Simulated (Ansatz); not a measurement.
Computed with Ansatz on PBE0-D4/def2-TZVP structures; ΔE is electronic, products minus reactants. CCSD(T)/CBS is the MP2 limit (def2-TZVPP, def2-QZVPP) plus CCSD(T) − MP2 in def2-TZVPP, frozen cores. DFT in def2-TZVPP. B3LYP here is the variant with VWN-RPA as its local correlation; programs differ in this. HSE06 is defined as in plane-wave codes. For Ge, Zn outer-core shells are correlated without core-valence functions, which leaves a few kJ/mol of doubt a bond. Scalar relativity is left out up to krypton. One conformer a species, not always the lowest.

`[SiH3][CH2][ZnH]` + `[SiH3][SiH2][GeH3]` → `[SiH3][SiH2][GeH2][SiH3]` + `[CH3][ZnH]`  (formal exchange of groups at the Si–C bond)

| level | ΔE (kcal/mol) | difference from CCSD(T)/CBS |
| --- | --- | --- |
| LDA (SPW92) | -4.4 | -1.0 |
| PBE-D4 | -5.5 | -2.1 |
| revPBE-D4 | -5.0 | -1.6 |
| BLYP-D4 | -4.7 | -1.3 |
| r2SCAN-D4 | -3.9 | -0.5 |
| B97M-V | -2.5 | 0.9 |
| PBE0-D4 | -4.8 | -1.4 |
| r2SCANh-D4 | -3.8 | -0.4 |
| r2SCAN0-D4 | -3.6 | -0.2 |
| HSE06-D4 | -4.8 | -1.4 |
| BHLYP-D4 | -3.4 | 0.0 |
| CAM-B3LYP-D4 | -3.1 | 0.3 |
| ωB97X-V | -3.2 | 0.2 |
| ωB97M-V | -2.9 | 0.5 |
| B2PLYP | -3.0 | 0.4 |
| PBE-QIDH | -3.2 | 0.2 |
| PBE | -5.0 | -1.6 |
| revPBE | -5.0 | -1.6 |
| BLYP | -4.0 | -0.6 |
| r2SCAN | -3.6 | -0.2 |
| PBE0 | -4.2 | -0.8 |
| B3LYP | -3.4 | 0.0 |
| r2SCANh | -3.5 | -0.1 |
| r2SCAN0 | -3.3 | 0.1 |
| BHLYP | -2.4 | 1.0 |
| CAM-B3LYP | -2.5 | 0.9 |
| LC-ωPBE | -2.8 | 0.6 |
| RPA@PBE/def2-TZVPP | -2.7 | 0.7 |
| HF/def2-SVP | -0.1 | 3.3 |
| MP2/def2-SVP | -1.4 | 2.0 |
| CCSD/def2-SVP | -1.7 | 1.7 |
| CCSD(T)/def2-SVP | -1.8 | 1.6 |
| HF/def2-TZVPP | -0.7 | 2.7 |
| SCS-MP2/def2-TZVPP | -2.1 | 1.3 |
| CCSD(T)/def2-TZVPP | -3.1 | 0.3 |
| HF/def2-QZVPP | -0.4 | 3.0 |
| MP2/def2-QZVPP | -2.7 | 0.7 |
| HF/CBS(def2) | -0.4 | 3.0 |
| MP2/CBS(def2) | -3.0 | 0.4 |
| CCSD/CBS(def2) | -3.2 | 0.2 |
| CCSD(T)/CBS | -3.4 | 0 |

What do rigid-rotor, harmonic-oscillator terms from PBE0-D4/def2-TZVP frequencies (298.15 K, 1 bar) make of the CCSD(T)/CBS value? (Best estimate.)

Computed: ΔZPE = +1.0 kcal/mol, ΔH = -2.0 kcal/mol, ΔS = -2 J/(mol·K), ΔG = -1.8 kcal/mol. Modes under 50 cm⁻¹ make the entropy rough.

Largest T1 diagnostic among the species: 0.014.

Leaving LDA and LC-ωPBE aside and taking each functional with its dispersion term where it has one, the values spread over 3.0 kcal/mol, from PBE-D4 to B97M-V. From BLYP to BHLYP (50 % exact exchange), in def2-TZVPP and without D4, ΔE moves by +1.7 kcal/mol.

CCSD(T)/CBS has its own doubt, a few kJ/mol and more with outer-core shells, so smaller differences from it don't rank the levels.
